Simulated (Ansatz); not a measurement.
Geometry optimisation, RKS PBE-D4/def2-SVP (Ansatz).

Input:

```yaml
crystal:
  periodic: [false, false, false]
  atoms:
    - { symbol: Sn, position_ang: [-0.150875, 0.15657, -0.048437] }
    - { symbol: O, position_ang: [-0.063423, 0.170718, 1.940514] }
    - { symbol: H, position_ang: [-0.861914, -0.207058, 2.349876] }
    - { symbol: H, position_ang: [1.506298, 0.258346, -0.480364] }
    - { symbol: H, position_ang: [-1.01002, 1.59382, -0.51532] }
    - { symbol: H, position_ang: [-0.987099, -1.25189, -0.592589] }
    - { symbol: F, position_ang: [1.286395, -2.252731, 1.204724] }
    - { symbol: H, position_ang: [1.245238, -1.592375, 1.865894] }
basis:
  gaussian: { orbitals: def2-SVP }
hamiltonian:
  xc: pbe
  dispersion: d4
relax:
  f_tol: 0.03
  max_steps: 50
```

Launched with:

```bash
$ ansatz run input.yaml --threads 1 --pin off --max-ram 2048MiB --backend cpu --events-out ev --progress --plain --runs-dir out
```

Question: Where does it end, and by what steps?

Answer: The forces met the threshold. After 9 steps the energy has fallen by 0.293 eV; H8 moved furthest, 0.44 Å.

| step | energy less start (eV) | largest force component (eV/Å) | accepted |
| --- | --- | --- | --- |
| 0 | 0.0000 | 0.903 | yes |
| 1 | -0.1594 | 0.715 | yes |
| 2 | -0.2431 | 1.159 | yes |
| 3 | -0.2676 | 0.973 | yes |
| 4 | -0.2895 | 0.071 | yes |
| 5 | -0.2911 | 0.045 | yes |
| 6 | -0.2923 | 0.121 | yes |
| 7 | -0.2921 | 0.273 | no |
| 8 | -0.2931 | 0.043 | yes |
| 9 | -0.2934 | 0.018 | yes |

```xyz
8
Properties=species:S:1:pos:R:3
Sn -0.069 0.063 -0.090
O 0.095 -0.073 1.965
H -0.777 -0.059 2.404
H 1.542 0.303 -0.616
H -1.032 1.493 -0.297
H -0.894 -1.315 -0.710
F 1.257 -2.116 1.258
H 0.843 -1.421 1.810
```

Whether the end is a true minimum wasn't checked by a vibrational analysis.

Time of the run: 9.4 s on 1 thread of AMD EPYC 9R45 96-Core Processor (Zen 5), on a shared host, peak memory 0.16 GiB.
